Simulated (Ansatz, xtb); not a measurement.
C4H9B2Cl: which of two isomers lies lower

Structure a is `BCB(Cl)CC=C`, a singlet and structure b is `C=C(C)BCBCl`, a singlet. Both are isolated molecules in the gas phase, relaxed with r2SCAN-D4/def2-SVP; each stands in its lowest conformer found.

a (Å):

```xyz
16

C    -0.7775   -0.0704    0.5542
C     1.3174    0.0751   -1.2737
C     2.1998    0.5957   -0.1824
C     3.3099   -0.0025    0.2665
B    -1.3133    1.3869    0.4529
B    -0.1369   -0.3572   -0.8478
Cl   -1.1310   -1.1601   -2.0857
H    -2.4900    1.6079    0.2906
H    -0.5477    2.3244    0.4828
H    -1.5670   -0.7991    0.7870
H     0.0630   -0.1024    1.2726
H     1.1649    0.8540   -2.0517
H     1.7936   -0.7644   -1.8123
H     1.8796    1.5351    0.2899
H     3.8967    0.4244    1.0852
H     3.6723   -0.9395   -0.1724
```

b (Å):

```
atom    x (Å)    y (Å)    z (Å)
   C   1.6650  -2.3909  -0.4206
   C   1.0979  -1.1812  -0.1989
   C  -0.3347  -0.9079  -0.5766
   C   1.4508   1.3504   0.8118
   B   1.9847  -0.0923   0.4699
   B   1.1610   1.3018   2.3343
  Cl  -0.4702   0.9635   2.9284
   H   2.7063  -2.5831  -0.1415
   H   1.1147  -3.2230  -0.8811
   H  -0.8354  -1.7954  -0.9940
   H  -0.9129  -0.5621   0.2970
   H  -0.3983  -0.0988  -1.3245
   H   3.1204  -0.3876   0.7748
   H   0.5557   1.6144   0.2283
   H   2.2817   2.0616   0.6564
   H   2.0105   1.4297   3.1794
```

Task: Which of the two would you expect CCSD(T)/def2-SVP + ΔMP2/def2-TZVPP electronic energies to favour?

Result: Structure b; the calculation gives E(b) − E(a) = −5.6 kcal/mol.

The same difference at several levels:

| level | geometry | E(b) − E(a) (kcal/mol) | departure from the last row (kcal/mol) | job, with rough time for the two |
| --- | --- | --- | --- | --- |
| GFN2-xTB | GFN2-xTB | −4.7 | +0.9 | optimisation, 0.36 s |
| HF/STO-3G | GFN2-xTB | −5.6 | 0.0 | single point, 0.32 s |
| r2SCAN-D4/def2-SVP//GFN2-xTB | GFN2-xTB | −5.8 | −0.2 | single point, 3.4 s |
| r2SCAN-D4/def2-SVP | r2SCAN-D4/def2-SVP | −5.8 | −0.2 | optimisation, 71 s |
| HF/def2-SVP | r2SCAN-D4/def2-SVP | −5.2 | +0.3 | part of the CCSD(T) run |
| MP2/def2-SVP | r2SCAN-D4/def2-SVP | −6.2 | −0.6 | part of the CCSD(T) run |
| CCSD(T)/def2-SVP | r2SCAN-D4/def2-SVP | −6.0 | −0.5 | single point |
| CCSD(T)/def2-SVP + ΔMP2/def2-TZVPP | r2SCAN-D4/def2-SVP | −5.6 |  | single point, 68 s |

As drawn, both hold the same kinds of bond in the same numbers. Structure a has 0 methyl groups, b 1.

None of the levels shown reverses the order. The largest departure from CCSD(T)/def2-SVP + ΔMP2/def2-TZVPP is that of GFN2-xTB, 0.9 kcal/mol. The last row adds to CCSD(T) the change of the MP2 difference between the two basis sets, here +0.5 kcal/mol.

With thermal terms from frequencies at re-optimised GFN2-xTB minima (ideal gas, soft modes damped towards free rotors, one conformer each, 298.15 K, 1 atm): on the last row, ΔE + ΔZPE = −4.8, ΔH = −5.0, ΔG = −4.4 kcal/mol.

The correlated steps freeze 11 core orbitals. Programs: Ansatz 0.2.0, xtb 6.7.1; the last row on 4 threads of Arm Neoverse V2 on a shared host.
